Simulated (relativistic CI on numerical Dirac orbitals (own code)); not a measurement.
How well does a small relativistic CI reproduce S6+?

Method of calculation: Dirac-Coulomb-Breit CI, KLI orbitals optimised for each configuration, model QED, unscaled Slater integrals (own radial code, finite nucleus).

Configuration list (outside the closed core 1s2): 2s2 2p6, 2s2 2p5 3s, 2s2 2p5 3p, 2s2 2p5 3d, 2s 2p6 3s, 2s2 2p5 4s, 2s2 2p5 4p, 2s2 2p5 4d, 2s 2p6 3p, 2s2 2p5 4f, 2s2 2p5 5s, 2s2 2p5 5p, 2s2 2p5 5d, 2s2 2p5 5f, 2s2 2p5 5g, 2s2 2p4 3s2, 2s 2p6 3d, 2s2 2p4 3s 3p, 2s2 2p4 3p2, 2s2 2p4 3s 3d, 2s 2p6 4s, 2s 2p6 4p, 2s2 2p4 3p 3d, 2s 2p6 4d, 2s 2p6 4f, 2s 2p5 3s2, 2s2 2p4 3d2, 2s 2p6 5s, 2s 2p6 5p, 2s 2p5 3s 3p, 2s 2p6 5d, 2s 2p6 5f, 2s 2p6 5g. Levels of other configurations are missing.

```tsv
Configuration	Term (tabulated)	J	Measured (cm⁻¹)	Computed	Error	Purity (%)
2s2 2p6	1S	0	0.0	0	0	100
2s2 2p5 3s	3P°	2	1371784.0	1364403	-7381	100
2s2 2p5 3s	3P°	1	1376207.0	1368880	-7327	82
2s2 2p5 3s	3P°	0	1381805.0	1374358	-7447	100
2s2 2p5 3s	1P°	1	1388339.0	1381206	-7133	82
2s2 2p5 3p	3S	1	1466883.0	1459028	-7855	97
2s2 2p5 3p	3D	3	1483165.0	1475951	-7214	100
2s2 2p5 3p	3D	2	1484428.0	1477215	-7213	79
2s2 2p5 3p	3D	1	1488019.0	1480893	-7126	75
2s2 2p5 3p	3P	0	1498631.0	1491537	-7094	100
2s2 2p5 3p	3P	1	1500286.0	1493218	-7068	67
2s2 2p5 3p	1S	0	1552707.0	1555789	3082	97
2s2 2p5 3d	3P°	0	1623623.0	1616333	-7290	99
2s2 2p5 3d	3P°	1	1624773.0	1617529	-7244	98
2s2 2p5 3d	3P°	2	1627260.0	1620058	-7202	93
2s2 2p5 3d	3F°	4	1630083.0	1623381	-6702	100
2s2 2p5 3d	3F°	3	1631989.0	1625468	-6521	80
2s2 2p5 3d	3F°	2	1635337.0	1628828	-6509	76
2s2 2p5 3d	1F°	3	1637915.0	1631882	-6033	56
2s2 2p5 3d	3D°	1	1644599.0	1638577	-6022	95
2s2 2p5 3d	3D°	3	1645921.0	1639681	-6240	59
2s2 2p5 3d	3D°	2	1646576.0	1640363	-6213	59
2s2 2p5 3d	1P°	1	1662194.0	1660039	-2155	94
```

Measured levels from NIST levels in Podobedova, Kelleher and Wiese, J. Phys. Chem. Ref. Data 38, 171 (2009); Martin, Zalubas and Musgrove, J. Phys. Chem. Ref. Data 19, 821 (1990); pairs were made by configuration, J and term (by order where the table uses no LS term), so strongly mixed levels may be paired wrongly.

Mean error by configuration (cm⁻¹): 2s2 2p5 3s -7322; 2s2 2p5 3p -5784; 2s2 2p5 3d -6194. Over the excited levels the mean absolute error is 6549 cm⁻¹ (22 of the 29 excited levels that our extract of the source holds in range could be paired, and the others can miss by more), and the median relative error of those above 1,000 cm⁻¹ is 0.45 %.
